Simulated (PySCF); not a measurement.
Tl⁵⁴⁺: fine-structure interval

Tl⁵⁴⁺ [Ar] 3d9 [3d3/2^4 3d5/2^5, M_J = 5/2] → Tl⁵⁴⁺ [Ar] 3d9 [3d3/2^3 3d5/2^6, M_J = 3/2], as a difference of total energies. Calculation: PySCF 2.14, in an even-tempered Gaussian basis (15 s from 15 bohr⁻², ratio 2.8; 13 p from 20 bohr⁻², ratio 2.8; 8 d from 20 bohr⁻², ratio 2.8; 3 f from 72 bohr⁻², ratio 3); the two-component X2C-1e Hamiltonian. Correlated levels: [Ne] frozen; the 76 highest virtual spinors dropped. "Screened" scales the spin-orbit matrix elements by Boettger's factors to mimic the two-electron term; Breit and QED terms are absent.

```
                    method  fine-structure interval (cm⁻¹)
 GHF (screened spin-orbit)                          851140
GMP2 (screened spin-orbit)                          850530
     GHF (bare spin-orbit)                          972590
```
